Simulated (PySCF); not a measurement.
Cl3H2HfN, SMILES [NH2][Hf]([Cl])([Cl])[Cl], multiplicity 1.

Geometry: B3LYP-D3(BJ)/def2-SVP. The spin state was assumed, not searched. The structure was generated by enumeration; whether it is a known compound was not checked. The def2 effective core potentials stand for the cores of Hf; spin–orbit coupling is left out. Other conformers were not sampled.

Two levels are set side by side: TDDFT-PBE/def2-SVPD (PySCF) and TDDFT-ωB97X/def2-SVPD (PySCF). Vertical, same geometry. The lowest singlet is HOMO→LUMO 100 % with PBE and HOMO→LUMO 87 % with the other functional; states are paired by order. Differences are taken from unrounded values.

| quantity | TDDFT-ωB97X |
|---|---|
| lowest singlet excitation (eV) | 5.29 |
| lowest triplet excitation (TDA) (eV) | 5.19 |

What does TDDFT-PBE give, and how far is it from TDDFT-ωB97X? (An estimate is asked for; the answer gives what the named calculation found.)


```json
[
 {"quantity": "lowest singlet excitation (eV)", "TDDFT-PBE": "4.30", "TDDFT-PBE minus TDDFT-ωB97X": "-0.99"},
 {"quantity": "lowest triplet excitation (TDA) (eV)", "TDDFT-PBE": "4.19", "TDDFT-PBE minus TDDFT-ωB97X": "-1.00"}
]
```

A lower first singlet is the usual sign of a functional without exact exchange. Differences between two approximate levels are no errors against the true value.

Rough cost on one machine, each run with all the roots and properties that it gave: TDDFT-ωB97X against TDDFT-PBE about 9 times.
